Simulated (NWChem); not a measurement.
System: C2H5FSi2; SMILES C#C[Si@@H](F)[SiH3]

Input file for NWChem:

```
start job
memory heap 200 mb stack 900 mb global 1100 mb
geometry units angstroms noautoz
  C      1.091831    -2.596009     0.252582
  C      0.414606    -1.622499    -0.022936
  Si    -0.533955    -0.111604    -0.428618
  F     -1.908970    -0.102309     0.446965
  Si     0.729956     1.779931     0.133752
  H      1.684988    -3.460755     0.494892
  H     -0.919271    -0.153799    -1.866693
  H     -0.037590     3.026203    -0.168208
  H      1.069930     1.745110     1.587605
  H      1.989815     1.773608    -0.671296
end
basis spherical
  * library 6-31g*
end
dft
  xc hfexch
  iterations 150
  mulliken
end
task dft energy
```

Output (shortened):

```
             Northwest Computational Chemistry Package (NWChem) 7.3.0
             --------------------------------------------------------

 C1  symmetry detected

                             Geometry "geometry" -> ""
                             -------------------------

 Output coordinates in angstroms (scale by  1.889725989 to convert to a.u.)

  No.       Tag          Charge          X              Y              Z
 ---- ---------------- ---------- -------------- -------------- --------------
    1 C                    6.0000     1.09635603    -2.60770775     0.24165790
    2 C                    6.0000     0.43000922    -1.62737062    -0.03616692
    3 Si                  14.0000    -0.50183889    -0.10686604    -0.44466968
    4 F                    9.0000    -1.88319112    -0.08751557     0.42071452
    5 Si                  14.0000     0.77486425     1.77163150     0.13231538
    6 H                    1.0000     1.67986882    -3.47843554     0.48595473
    7 H                    1.0000    -0.87680866    -0.14167333    -1.88567442
    8 H                    1.0000     0.02085989     3.02560683    -0.17186201
    9 H                    1.0000     1.10368298     1.72979334     1.58854722
   10 H                    1.0000     2.04057033     1.75610264    -0.66338178

 Effective nuclear repulsion energy (a.u.)     251.6632301598

  xc_inp: hfexch multiplicative factor not found.

                                 NWChem DFT Module
                                 -----------------

 Summary of "ao basis" -> "ao basis" (spherical)
 ------------------------------------------------------------------------------
       Tag                 Description            Shells   Functions and Types
 ---------------- ------------------------------  ------  ---------------------
 C                           6-31g*                  6       14   3s2p1d
 Si                          6-31g*                  8       18   4s3p1d
 F                           6-31g*                  6       14   3s2p1d
 H                           6-31g*                  2        2   2s

            General Information
            -------------------
          SCF calculation type: DFT
          Wavefunction type:  closed shell.
          No. of atoms     :    10
          No. of electrons :    54
           Alpha electrons :    27
            Beta electrons :    27
          Charge           :     0
          Spin multiplicity:     1
          Use of symmetry is: off; symmetry adaption is: off
          Maximum number of iterations: 150
          AO basis - number of functions:    88
                     number of shells:    44
          Convergence on energy requested:  1.00D-06
          Convergence on density requested:  1.00D-05
          Convergence on gradient requested:  5.00D-04

              XC Information
              --------------
                     Hartree-Fock (Exact) Exchange  1.000

      Superposition of Atomic Density Guess
      -------------------------------------

 Sum of atomic energies:        -754.81861806

      Non-variational initial energy
      ------------------------------

 Total energy =    -756.443947
 1-e energy   =   -1544.586069
 2-e energy   =     536.478892
 HOMO         =      -0.299614
 LUMO         =      -0.008841

     ---------------------------------------------
      Total Density - Mulliken Population Analysis
     ---------------------------------------------

    Atom       Charge   Shell Charges
 -----------   ------   -------------------------------------------------------
    1 C    6     6.13   2.00  0.76  1.81  0.63  0.92  0.03
    2 C    6     6.37   2.00  0.75  1.93  0.77  0.89  0.02
    3 Si  14    13.05   2.00  2.00  5.97  0.92  1.40  0.25  0.34  0.17
    4 F    9     9.62   2.00  0.95  3.48  1.00  2.19  0.01
    5 Si  14    13.93   2.00  2.00  5.97  1.00  1.81  0.37  0.69  0.09
    6 H    1     0.72   0.42  0.30
    7 H    1     1.07   0.47  0.60
    8 H    1     1.04   0.46  0.58
    9 H    1     1.04   0.46  0.57
   10 H    1     1.03   0.46  0.57

   convergence    iter        energy       DeltaE   RMS-Dens  Diis-err
 ---------------- ----- ----------------- --------- --------- ---------
 d= 0,ls=0.0,diis     1   -755.8306755490 -1.01D+03  8.46D-03  4.95D-01
 d= 0,ls=0.0,diis     2   -755.8990309517 -6.84D-02  2.48D-03  1.30D-01
 d= 0,ls=0.0,diis     3   -755.9113281357 -1.23D-02  1.27D-03  6.84D-03
 d= 0,ls=0.0,diis     4   -755.9126882835 -1.36D-03  2.62D-04  2.10D-04
 d= 0,ls=0.0,diis     5   -755.9127392459 -5.10D-05  6.58D-05  1.31D-05
  Resetting Diis
 d= 0,ls=0.0,diis     6   -755.9127428133 -3.57D-06  2.30D-05  2.90D-06
 d= 0,ls=0.0,diis     7   -755.9127433441 -5.31D-07  8.38D-06  2.80D-07

         Total DFT energy =     -755.912743344108
      One electron energy =    -1547.696516840083
           Coulomb energy =      603.124594336846
    Exchange-Corr. energy =      -63.004051000695
 Nuclear repulsion energy =      251.663230159823

 Numeric. integr. density =        0.000000000000

                       DFT Final Molecular Orbital Analysis
                       ------------------------------------

 Vector   25  Occ=2.000000D+00  E=-4.412622D-01
              MO Center=  4.0D-01, -4.3D-01, -4.6D-02, r^2= 4.3D+00
   Bfn.  Coefficient  Atom+Function         Bfn.  Coefficient  Atom+Function
  ----- ------------  ---------------      ----- ------------  ---------------
    36      0.248909   3 Si py               68     -0.209519   5 Si py
    17      0.203648   2 C  px               67     -0.188090   5 Si px
     4      0.160208   1 C  py               19      0.160174   2 C  pz
    35      0.146845   3 Si px                3      0.128169   1 C  px
     5      0.123332   1 C  pz               88     -0.123240  10 H  s

[...]
```

Level: Hartree-Fock/6-31G* (spherical d). Coordinates come from a PBE0/def2-SVP optimisation.
